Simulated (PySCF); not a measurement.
A structure optimised at PBE-D3(BJ)/def2-SVP, used in a PySCF frequency run:

```xyz
10

B     -0.0122    -0.2262     0.3665
Cl     1.6339    -0.2724    -0.2913
C     -0.3442    -0.9890     1.6888
H     -1.0903    -1.7833     1.4536
H     -0.8732    -0.3174     2.4004
H      0.5241    -1.4556     2.1929
Si    -1.3636     0.8450    -0.7152
H     -2.7549     0.8023    -0.1340
H     -1.4317     0.3296    -2.1311
H     -0.9342     2.2899    -0.7826
```

Q: Write its SMILES and formula.

A: CB([SiH3])Cl, CH6BClSi

Q: What are its rotational constants (standard atomic weights)?

A: 5.2514, 2.7164, 1.8498 GHz
